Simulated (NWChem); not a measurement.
# GeSiNH$_{7}$; SMILES [SiH3][NH][GeH3]

Question: Give the equilibrium geometry at PBE0/def2-SVP (NWChem) as an XYZ file, with the point group.

Answer: point group C1; any orientation.
```
10

Si     0.1388     2.0615    -0.0101
N     -0.6416     0.5294     0.2248
Ge     0.0497    -1.1561    -0.0309
H     -0.8243     3.0585    -0.5745
H      0.7051     2.6655     1.2413
H      1.2657     1.8491    -0.9672
H     -1.5296     0.5443     0.7188
H     -1.0961    -2.0833    -0.4797
H      0.6797    -1.7315     1.2576
H      1.1255    -1.0371    -1.1218
```
